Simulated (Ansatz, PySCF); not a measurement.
The pair A = HCl (SMILES Cl) (first 2 atoms), B = C2H6O (SMILES COC); geometry from B3LYP-D3(BJ)/def2-TZVP.
(charge 0, multiplicity 1):
```
atom    x (Å)    y (Å)   z (Å)
----  -------  -------  ------
Cl    -0.1740  -0.0281  0.4686
H     -0.2030   0.2287  1.7614
C     -1.0974  -0.5440  4.0340
O     -0.1811   0.3852  3.4728
C      1.1489   0.2048  3.9379
H     -1.1459  -0.4253  5.1209
H     -0.8084  -1.5732  3.7960
H     -2.0732  -0.3334  3.6017
H      1.1999   0.3561  5.0206
H      1.7671   0.9472  3.4378
H      1.5170  -0.7980  3.6960
```

Cores are frozen in the correlated methods. CBS: X⁻³ extrapolation of the correlation energy, Hartree–Fock from the larger set. MP2 and its Hartree–Fock in aug-cc-pV(T+d)Z are density fitted.

The values were computed with Ansatz (Gaussian orbitals); PySCF for the dispersion terms. Values without a source in brackets are computed.

The monomers are drawn apart, rigid, along the line of their centres of mass. Counterpoise-corrected interaction energies (kcal/mol):

```
level                                                                 R = 4.010 Å  R = 4.698 Å
--------------------------------------------------------------------  -----------  -----------
PBE/def2-TZVPPD                                                           -4.2140      -1.9188
PBE-D3(BJ)/def2-TZVPPD                                                    -4.9891      -2.3035
wB97M-V/def2-TZVPPD                                                       -4.5732      -2.1490
MP2/CBS(aug-cc-pV(D+d)Z, aug-cc-pV(T+d)Z) + ΔCCSD(T)/aug-cc-pV(D+d)Z      -4.6282      -2.1990
```

Task: R is the distance of the centres of mass. Find the local exponent m of E ∝ R⁻ᵐ between the two points.

Result: 
m = ln(E₁/E₂)/ln(R₂/R₁): PBE/def2-TZVPPD 5.0; PBE-D3(BJ)/def2-TZVPPD 4.9; wB97M-V/def2-TZVPPD 4.8; MP2/CBS(aug-cc-pV(D+d)Z, aug-cc-pV(T+d)Z) + ΔCCSD(T)/aug-cc-pV(D+d)Z 4.7. For scale, two fixed dipoles give m = 3, dipole and quadrupole 4, quadrupoles 5, and dispersion or dipole-induced dipole 6 at long range; at these distances several terms mix, and what is left of overlap and damping shifts m, so it need not match one of them.

Ansatz is a quantum-chemistry and plane-wave program.
